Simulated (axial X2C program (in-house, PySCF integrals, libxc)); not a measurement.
## Which molecule gave these maps?

PBE0 fields computed with an axial X2C code built on PySCF integrals, two-component, near the equilibrium distance, one atom at z = 0.

The maps cover the half plane through the axis: z from -2.4 to 4.8 Å along the bond, ρ from 0.15 to 2.25 Å away from it.

log10 of the density in e/bohr³:

```
 ρ\z  -2.4  -1.8  -1.2  -0.6   0.0   0.6   1.2   1.8   2.4   3.0   3.6   4.2   4.8
0.15  -3.0  -2.2  -1.4  -0.5   1.4  -0.5  -1.2  -0.9   1.0   0.2  -1.3  -2.0  -2.7
0.45  -3.1  -2.3  -1.5  -0.8   0.2  -0.8  -1.3  -1.1   0.1  -0.5  -1.4  -2.1  -2.8
0.75  -3.2  -2.4  -1.7  -1.1  -0.8  -1.1  -1.5  -1.4  -0.9  -1.1  -1.6  -2.2  -2.9
1.05  -3.3  -2.6  -2.0  -1.5  -1.3  -1.5  -1.7  -1.8  -1.5  -1.6  -1.9  -2.4  -3.1
1.35  -3.5  -2.8  -2.3  -1.8  -1.7  -1.8  -2.0  -2.1  -2.0  -1.9  -2.2  -2.7  -3.3
1.65  -3.7  -3.1  -2.6  -2.2  -2.1  -2.2  -2.4  -2.5  -2.4  -2.3  -2.6  -3.0  -3.5
1.95  -4.0  -3.4  -3.0  -2.6  -2.5  -2.6  -2.7  -2.9  -2.8  -2.8  -2.9  -3.3  -3.7
2.25  -4.2  -3.7  -3.3  -3.0  -2.9  -3.0  -3.1  -3.2  -3.2  -3.2  -3.3  -3.6  -4.0
```

Electron localisation function (collinear form, no current term, damped to 0 at low density):

```
 ρ\z  -2.4  -1.8  -1.2  -0.6   0.0   0.6   1.2   1.8   2.4   3.0   3.6   4.2   4.8
0.15  0.38  0.82  0.90  0.21  0.24  0.19  0.80  0.16  0.40  0.63  0.54  0.96  0.93
0.45  0.33  0.79  0.90  0.25  0.57  0.21  0.77  0.17  0.63  0.30  0.65  0.96  0.91
0.75  0.24  0.72  0.88  0.62  0.22  0.54  0.71  0.24  0.19  0.20  0.79  0.96  0.86
1.05  0.14  0.61  0.82  0.81  0.66  0.73  0.61  0.28  0.23  0.42  0.88  0.94  0.72
1.35  0.06  0.43  0.70  0.78  0.75  0.70  0.49  0.21  0.33  0.64  0.89  0.89  0.44
1.65  0.02  0.23  0.53  0.66  0.65  0.59  0.35  0.12  0.27  0.64  0.81  0.73  0.14
1.95  0.00  0.08  0.31  0.47  0.48  0.43  0.23  0.06  0.13  0.42  0.59  0.35  0.03
2.25  0.00  0.02  0.11  0.25  0.28  0.25  0.11  0.03  0.04  0.16  0.21  0.06  0.00
```

Axial spin density in 10⁻³ e/bohr³:

```
 ρ\z  -2.4  -1.8  -1.2  -0.6   0.0   0.6   1.2   1.8   2.4  3.0   3.6   4.2   4.8
0.15   0.0  -0.3  -1.7  -0.8  30.8   1.1  -2.6  -2.0   5.9  0.3  -1.6  -0.6  -0.2
0.45   0.0  -0.1   0.3   9.2   0.5  13.3   1.4  -0.7  -0.1  0.2  -1.1  -0.5  -0.2
0.75   0.0   0.1   1.9  15.8  33.7  21.1   4.7   1.1   1.1  0.4  -0.7  -0.4  -0.1
1.05   0.0   0.2   2.2  12.4  26.0  16.6   5.0   1.8   1.4  0.4  -0.3  -0.2  -0.1
1.35   0.0   0.2   1.6   7.0  13.3   9.5   3.6   1.5   1.0  0.3  -0.1  -0.1  -0.1
1.65   0.0   0.2   1.0   3.4   5.9   4.7   2.2   1.0   0.6  0.2   0.0  -0.1   0.0
1.95   0.0   0.1   0.5   1.6   2.5   2.1   1.1   0.6   0.3  0.1   0.0   0.0   0.0
2.25   0.0   0.1   0.3   0.7   1.0   0.9   0.5   0.3   0.2  0.1   0.0   0.0   0.0
```

Question: Which molecule is it?
A. GeCl
B. GaAs
C. AlSb
D. GaB

Answer: B. GaAs, with As at z = 0 and Ga at z = 2.555 Å, state Ω = 1 (⟨Sz⟩ = 0.99, ⟨Lz⟩ = 0.01 at PBE0), basis As dyall-cv3z [9s9p6d4f1g], Ga dyall-cv3z [9s9p7d4f1g] (cores contracted in-house). One determinant describes the state; a PBE0 search over occupations chose it and may have missed a lower one. Density functionals use the spin component along the axis (collinear). PBE0 can misorder states that lie within some tenths of an eV, so this need not be the ground state of the molecule. The nearest other 2c determinant of the search, Ω = 2, lies 0.30 eV up at the distance of the search. With several unpaired electrons one determinant need not be a pure state. Open-shell Ω = 0 determinants with evenly filled partner blocks cannot be reached by this program, so the Ω shown need not be the lowest component. This is the Ω = 1 component of a π² triplet; the 0⁺ component is not one determinant and can lie lowest.
